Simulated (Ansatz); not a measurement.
Basis-set series for C2H7BO2 (`BC(O)CO`). The species carries charge 0 and has multiplicity 1. Geometry: relaxed with PBE0-D4/def2-TZVP. It is one conformer, not always the lowest.

```tsv
functional	basis	functions	energy (Eh)	HOMO (eV)	LUMO (eV)
PBE0-D4	def2-SVP	105	-255.20050	-7.73	0.52
PBE0-D4	def2-TZVPP	253	-255.49995	-7.92	-0.01
ωB97M-V	def2-SVP	105	-255.37351	-10.14	2.29
ωB97M-V	def2-TZVPP	253	-255.68455	-10.33	1.50
```

Q: Give the rows for def2-QZVPP. (An estimate is asked.)

A: Computed: 
```csv
functional,basis,functions,energy (Eh),HOMO (eV),LUMO (eV)
PBE0-D4,def2-QZVPP,495,-255.51458,-7.97,-0.28
ωB97M-V,def2-QZVPP,495,-255.69859,-10.38,0.98
```

Positive LUMOs are unbound and depend on the basis.
